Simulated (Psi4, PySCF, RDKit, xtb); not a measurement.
Relaxed torsion scan: C4H12SSi, SMILES CC(C)(C)[SiH2]S, singlet. Scanned: dihedral C2–Si5–S6–H18; all other coordinates were relaxed at GFN2-xTB. Points at φ and −φ are mirror images. Heavy atoms are numbered in the order of the SMILES CC(C)(C)[SiH2]S, hydrogens after them in the order of the atoms that carry them; the mirror image has the same energies with the sign of each dihedral reversed.

Methods: MMFF94 // GFN2-xTB (RDKit); GFN1-xTB // GFN2-xTB (xtb); RHF/6-31G* = restricted Hartree-Fock/6-31G*, spherical d, density fitting // GFN2-xTB run with PySCF; PBE-D3(BJ)/def2-SVP // GFN2-xTB (Psi4).

Energies relative to the lowest point of each profile, in kJ/mol:

```
φ / °  MMFF94  GFN1-xTB  RHF/6-31G*
-----  ------  --------  ----------
-150     1.37      2.10        2.97
-90      1.04      3.79        0.90
-45      1.15      2.57        2.64
30       2.19      3.77        5.48
45       1.15      2.57        2.64
60       0.38      2.08        0.51
75       0.39      2.62        0.00
90       1.04      3.79        0.90
120      2.28      4.94        3.39
150      1.37      2.10        2.97
165      0.45      0.59        2.45
180      0.00      0.00        2.24
```

**Question.** Predict the corresponding PBE-D3(BJ)/def2-SVP column.

**Answer.** -150: 4.97; -90: 1.04; -45: 2.23; 30: 4.99; 45: 2.23; 60: 0.38; 75: 0.00; 90: 1.04; 120: 4.24; 150: 4.97; 165: 4.79; 180: 4.69 (kJ/mol).

MMFF94 has few fitted parameters for silicon.
